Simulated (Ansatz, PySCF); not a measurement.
Gas-phase reaction R1 → P1 + P2, each structure at its B3LYP-D3(BJ)/def2-TZVP stationary point, reached from a drawn start (curvature not checked).
P1: Si2H6 (SMILES [SiH3][SiH3]), charge 0, multiplicity 1.
R1: H8Si3 (SMILES [SiH3][SiH2][SiH3]), charge 0, multiplicity 1.
P2: SiH2 (SMILES [SiH2]), charge 0, multiplicity 1.

P less R. No zero-point or thermal terms.

Correlated levels freeze the cores. CBS: X⁻³ extrapolation of the correlation energy, Hartree–Fock from the larger set.

Codes used: Ansatz (a first-principles code) with Gaussian orbitals; PySCF for the D3/D4 terms. Each number belongs to the level named beside it.

Task: Estimate the reaction energy that CCSD(T)/CBS(cc-pV(T+d)Z, cc-pV(Q+d)Z) returns for this input.

Result: 58.9 kcal/mol

Task: Predict the reaction energy from CCSD/cc-pV(T+d)Z.

Result: 55.0 kcal/mol

Task: What is the computed reaction energy (PBE0-D3(BJ)/def2-TZVPP)?

Result: 63.3 kcal/mol
